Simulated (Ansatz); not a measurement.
`[SnH3][SnH3]` + HBr → `[Br][SnH3]` + `[SnH4]` at 298.15 K and 1 bar (cleavage of the Sn–Sn bond).

Program: Ansatz. Geometries: PBE0-D4/def2-TZVP. ΔE: electronic, gas phase. CCSD(T)/CBS adds triple-zeta CCSD(T) − MP2 to the extrapolated MP2 energy (def2 sets, frozen cores). Elements past krypton have def2 core potentials. For Br, Sn outer-core shells are correlated without core-valence functions, which leaves a few kJ/mol of doubt a bond. Scalar relativity is left out up to krypton.

```json
{"species": "`[SnH3][SnH3]`", "CCSD(T)/CBS energy (Eh)": "-431.62947", "H − E (kJ/mol)": "124.3", "S (J/(mol·K))": "327.9"}
{"species": "HBr", "CCSD(T)/CBS energy (Eh)": "-2573.91920", "H − E (kJ/mol)": "24.6", "S (J/(mol·K))": "198.6"}
{"species": "`[Br][SnH3]`", "CCSD(T)/CBS energy (Eh)": "-2789.16986", "H − E (kJ/mol)": "68.5", "S (J/(mol·K))": "287.6"}
{"species": "`[SnH4]`", "CCSD(T)/CBS energy (Eh)": "-216.39156", "H − E (kJ/mol)": "79.6", "S (J/(mol·K))": "228.5"}
```

H − E and S are ideal-gas, rigid-rotor, harmonic terms from PBE0-D4/def2-TZVP. 1 Eh = 2625.50 kJ/mol, R = 8.31446 J/(mol·K).

Task: By hand: ΔE, ΔH, ΔS and ΔG.

Result: ΔE = (-2789.16986) + (-216.39156) − (-431.62947) − (-2573.91920) = -0.01275 Eh = -33.5 kJ/mol. Δ(H − E) = 68.5 + 79.6 − 124.3 − 24.6 = -0.8, so ΔH = -34.3 kJ/mol. ΔS = 287.6 + 228.5 − 327.9 − 198.6 = -10.4 J/(mol·K). ΔG = -34.3 − 298.15 × (-10.4)/1000 = -31.2 kJ/mol.

Task: By hand: the equilibrium constant, and the temperature at which ΔG would vanish if ΔH and ΔS stayed fixed.

Result: log₁₀ K = −ΔG/(RT ln 10) = 5.5. ΔG = 0 at ΔH/ΔS = 3298 K, far beyond where these terms or the molecules hold.

The number of gas molecules stays the same, so ΔS is small and ΔH decides. A doubt of 5 kJ/mol in ΔE shifts log₁₀ K by 0.9 here. These are equilibria of isolated gas molecules and say nothing of rates. Largest T1 diagnostic: 0.013 (customary marks: 0.02 for closed shells, 0.045 for open ones).
